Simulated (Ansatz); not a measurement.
Calculated with Ansatz (gas phase, PBE0-D4/def2-TZVP geometries, no zero-point term in ΔE). CBS: MP2 limit from def2 TZ/QZ plus the TZ coupled-cluster correction, frozen cores. Functionals use def2-TZVPP. Each species was taken in one conformer, which may not be the lowest.

`CC1[SiH2]B1Cl` + `N#CCCO` → `COCCC#N` + `ClB1C[SiH2]1`  (substitution at a C–C bond)

`CC1[SiH2]B1Cl`:

Cartesian coordinates in Å:
```
C -0.236 0.127 1.528
C 0.047 -0.427 0.155
Si -0.375 0.040 -1.746
B 1.233 -0.119 -0.714
Cl 2.732 0.695 -0.406
H 0.225 -0.496 2.300
H -1.308 0.173 1.734
H 0.173 1.133 1.635
H -0.398 -1.414 -0.021
H -1.191 -1.071 -2.286
H -0.901 1.361 -2.179
```

`N#CCCO`:

```xyz
10

N    -2.676   -0.080   -1.034
C    -1.748   -0.036   -0.357
C    -0.549    0.019    0.460
C     0.717    0.136   -0.394
O     1.865    0.247    0.405
H    -0.507   -0.883    1.079
H    -0.612    0.876    1.136
H     0.776   -0.713   -1.086
H     0.665    1.046   -0.995
H     2.070   -0.611    0.784
```

`COCCC#N`:

Cartesian coordinates in Å:
```
C -0.819 -1.240 1.025
O -1.193 -0.375 -0.015
C -0.510 0.841 -0.025
C 0.963 0.729 -0.432
C 1.139 0.147 -1.752
N 1.275 -0.309 -2.798
H 0.197 -1.634 0.897
H -0.884 -0.742 2.002
H -1.515 -2.078 1.009
H -1.034 1.481 -0.738
H -0.551 1.323 0.963
H 1.523 0.130 0.291
H 1.409 1.728 -0.427
```

`ClB1C[SiH2]1`:

Cartesian coordinates in Å:
```
Cl -1.366 1.342 -2.015
B -0.319 0.698 -0.804
C -0.427 0.462 0.686
Si 0.728 -0.819 -0.239
H 0.368 0.890 1.305
H -1.367 0.395 1.231
H 2.078 -0.757 0.366
H 0.306 -2.211 -0.531
```

CCSD(T)/CBS gives +0.48 eV.

(1) Another level gave +0.46 eV. Which?
A. ωB97X-V/def2-TZVPP
B. MP2/def2-TZVPP
C. HF/def2-TZVPP
D. PBE/def2-TZVPP

Largest T1 diagnostic among the species: 0.013.

Results:

(1) D. PBE 0.46, ωB97X-V 0.39, HF/def2-TZVPP 0.34, MP2/def2-TZVPP 0.51 eV.

In def2-TZVPP, CCSD(T) changes the Hartree–Fock value by +0.11 eV (the triples alone add +0.02 eV) and MP2 by +0.17 eV.
